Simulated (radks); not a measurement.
Effect of the nuclear size on the dysprosium ion Dy3+, [Xe] 4f9. All-electron calculation, Dirac Kohn-Sham, PBE, spin-unpolarised, spherical densities, finite nucleus; open shells are shared between the two j in proportion to 2j + 1; Fermi nuclear charge, rms radius 5.2218 fm. Program: a radial shooting solver on a logarithmic mesh with Libxc functionals. The rms radius is varied about that value; shifts are against it.

| rms radius (fm) | total energy shift (eV) | density at nucleus (e/bohr^3) | 1s1/2 shift (meV) | 2s1/2 shift (meV) | 4p1/2 shift (meV) | 5s1/2 shift (meV) | 5p1/2 shift (meV) | 4f7/2 shift (meV) | 6s1/2 (empty) shift (meV) |
|---|---|---|---|---|---|---|---|---|---|
| 4.4124 | -7.53 | 7.749e+05 | -3090 | -406 | 0.322 | -3.41 | 0.132 | 0.463 | -0.606 |
| 4.9137 | -2.97 | 7.526e+05 | -1220 | -160 | 0.127 | -1.35 | 0.052 | 0.183 | -0.240 |
| 5.2218 | 0 | 7.403e+05 | 0.000 | 0.000 | 0.000 | 0.000 | 0.000 | 0.000 | 0.000 |
| 5.697 | 4.84 | 7.229e+05 | 1990 | 261 | -0.206 | 2.20 | -0.085 | -0.298 | 0.390 |
| 6.5011 | 13.7 | 6.974e+05 | 5640 | 740 | -0.581 | 6.22 | -0.241 | -0.844 | 1.11 |

Slopes of the eigenvalues against <r^2> in GHz/fm^2, as finite differences over the two radii next to the reference (eigenvalue slopes, not the field-shift constants of lines): 1s1/2 93500, 2s1/2 12300, 4p1/2 -9.68, 5s1/2 103, 5p1/2 -3.99, 4f7/2 -14.0, 6s1/2 (empty) 18.3.
